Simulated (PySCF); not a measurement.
Cl₃Sb, SMILES [Cl][Sb+]([Cl])[Cl], charge +1, multiplicity 2. Atoms are numbered in the order given.

```xyz
4

Sb     0.0000     0.0000    -0.4350
Cl     1.8718     1.0807     0.4350
Cl    -1.8718     1.0807     0.4350
Cl     0.0000    -2.1614     0.4350
```
Charge +1, spin multiplicity 2.

The structure is a stationary point at B3LYP-D3(BJ)/def2-SVP. The def2 effective core potentials stand for the cores of Sb; spin–orbit coupling is left out.

Calculation: PBE/def2-TZVPD (PySCF).

Gas-phase values at a fixed geometry.

```
Item                                                                Result
------------------------------------------------  ------------------------
total energy                                           -1620.09843 hartree
point group                                                            C3v
α spin, highest occupied and lowest empty level        -13.21 and -8.93 eV
β spin, highest occupied and lowest empty level       -13.53 and -12.58 eV
dipole moment about the centre of nuclear charge                 0.237 e·Å
mean static polarisability                           86.4 bohr³ (12.80 Å³)
polarisability, principal values                  58.3, 100.4, 100.4 bohr³
⟨S²⟩                                               0.753 (pure state 0.75)
```
